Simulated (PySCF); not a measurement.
C4H3ClF2, SMILES FC(=C=C(C)Cl)F. The structure is a stationary point at PBE-D3(BJ)/def2-SVP. This is a generated structure with no PubChem entry under its InChIKey; it may be hypothetical.

Computed equilibrium geometry at PBE-D3(BJ)/def2-SVP (PySCF confirms it by a frequency run) as bond lengths and angles, and its point group:
point group Cs.
Atoms: C1 C2 Cl3 C4 C5 F6 F7 H8 H9 H10. Bonded distances (Å): C1–C2 1.499, C1–H8 1.109, C1–H9 1.109, C1–H10 1.106, C2–Cl3 1.773, C2–C4 1.318, C4–C5 1.315, C5–F6 1.331, C5–F7 1.331. Bond angles (°): C2–C1–H8 110.1, C2–C1–H9 110.1, C2–C1–H10 110.8, H8–C1–H9 107.1, H8–C1–H10 109.4, H9–C1–H10 109.4, C1–C2–Cl3 113.1, C1–C2–C4 127.0, Cl3–C2–C4 119.9, C2–C4–C5 179.8, C4–C5–F6 125.1, C4–C5–F7 125.1, F6–C5–F7 109.7.
